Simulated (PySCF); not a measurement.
4-chlorophenylboronic acid, C₆H₆BClO₂.
Structure used (PBE0-D3(BJ)/def2-SVP), in Å, numbered top down from 1:
```
atom  x, y, z in Å
O1    -2.591    1.181   -0.436
B2    -1.964   -0.001   -0.169
O3    -2.616   -1.184    0.029
C4    -0.402   -0.001   -0.084
C5     0.306   -1.176    0.208
C6     1.695   -1.187    0.293
C7     2.394    0.001    0.081
Cl8    4.124    0.003    0.187
C9     1.723    1.188   -0.213
C10    0.334    1.175   -0.293
H11   -3.550    1.144   -0.482
H12   -3.574   -1.146   -0.030
H13   -0.248   -2.104    0.372
H14    2.242   -2.103    0.521
H15    2.293    2.105   -0.375
H16   -0.198    2.102   -0.522
```

The closed-shell ground state was solved at several levels (PySCF, density fitting, gas phase, non-relativistic).

| level | basis functions | total energy (Eh) | HOMO (eV) | LUMO (eV) | gap (eV) | dipole (D) |
| --- | --- | --- | --- | --- | --- | --- |
| wB97X-D/def2-SVPD | 261 | -867.3192 | -8.81 | 0.67 | 9.48 | 4.20 |
| B97-2/pcSseg-1 | 207 | -867.6961 | -6.80 | -0.97 | 5.83 | 4.31 |

**Question.** Estimate the row for PBE0/pcSseg-1, a basis of 207 functions; the other rows only guide the guess.

**Answer.** Total energy -867.1875 Eh, HOMO -7.04 eV, LUMO -0.94 eV, gap 6.10 eV, dipole 4.35 D.

**Question.** Over all these levels, which gives the widest orbital gap and which the narrowest?

**Answer.** wB97X-D/def2-SVPD (range-separated hybrid) has the widest, 9.48 eV, and B97-2/pcSseg-1 (global hybrid, 21 % exact exchange) the narrowest, 5.83 eV. Functional and basis both differ between the two, so the spread mixes both effects.

**Question.** How far do the dipole and the HOMO energy spread over the levels?

**Answer.** The dipole runs from 4.20 to 4.35 D (mean 4.29 D) and the HOMO from -8.81 to -6.80 eV.

One conformer stands for the species.

Note: wB97X-D ran without an empirical dispersion term, which enters the total energy and its gradient alone.
